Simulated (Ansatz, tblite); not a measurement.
Forces on the cluster Li12 at its PBE0/def2-SVP geometry. The state is a singlet with charge 0.

The xTB rows come from tblite. The restricted singlet is unstable towards broken spin symmetry at other levels; at PBE/def2-TZVP this wasn't settled. Another isomer (singlet) lies 0.53 eV lower at PBE0/def2-TZVP; other spin states weren't run for this one.

GFN1-xTB (tblite), largest force 0.44 eV/Å:

```xyz
12
positions Å, forces eV/Å
Li    0.980   -0.241    2.082    0.214    0.330   -0.137
Li    3.082    1.885    2.443   -0.312   -0.190   -0.249
Li    0.236    2.850    2.677    0.186   -0.309   -0.247
Li   -3.857    0.337   -0.571    0.384   -0.189   -0.088
Li   -3.082   -1.910   -2.430    0.312    0.195    0.245
Li   -0.235   -2.887   -2.624   -0.185    0.318    0.233
Li    1.201   -1.036   -0.714    0.022   -0.029   -0.006
Li   -1.499   -1.756    0.126   -0.094    0.139   -0.380
Li   -1.007    0.235   -2.121   -0.212   -0.330    0.145
Li    1.527    1.794   -0.118    0.088   -0.146    0.382
Li    3.846   -0.369    0.591   -0.381    0.196    0.081
Li   -1.191    1.099    0.660   -0.024    0.013    0.021
```

GFN2-xTB (tblite), largest force 0.61 eV/Å:

```
Li 0.070 0.223 -0.221
Li -0.355 -0.210 -0.282
Li 0.251 -0.429 -0.354
Li 0.543 -0.252 -0.120
Li 0.352 0.226 0.276
Li -0.251 0.449 0.324
Li -0.199 0.171 0.119
Li 0.039 0.201 -0.245
Li -0.113 -0.261 0.215
Li -0.008 -0.198 0.296
Li -0.534 0.273 0.105
Li 0.205 -0.192 -0.114
```

PBE/def2-TZVP (Ansatz), largest force 0.11 eV/Å:

```
Li 0.006 0.036 -0.041
Li -0.051 -0.033 -0.039
Li 0.052 -0.075 -0.061
Li 0.093 -0.050 -0.025
Li 0.050 0.032 0.041
Li -0.052 0.078 0.054
Li -0.038 0.032 0.025
Li 0.012 0.036 -0.036
Li -0.003 -0.032 0.044
Li -0.016 -0.038 0.035
Li -0.091 0.053 0.025
Li 0.036 -0.039 -0.021
```
